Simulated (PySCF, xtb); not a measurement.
BrH3InNO, SMILES [NH2][In]([Br])[OH]. One conformer was computed; it need not be the lowest.

Harmonic wavenumbers (cm⁻¹) from GFN2-xTB in xtb at its own minimum, in rising order: 74, 92, 110, 169, 230, 265, 421, 462, 652, 672, 718, 1433, 3336, 3367, 3627.

Question: What does B3LYP-D3(BJ)/def2-SVP run with PySCF 2.14.0 give at its own minimum? (The exact figures need the calculation; the answer reports its results.)

Answer: 89, 113, 120, 230, 246, 278, 458, 593, 628, 798, 838, 1520, 3511, 3614, 3820. Paired by order, the mean absolute difference is 85 cm⁻¹ and the zero-point energies are 22.3 and 24.1 kcal/mol.
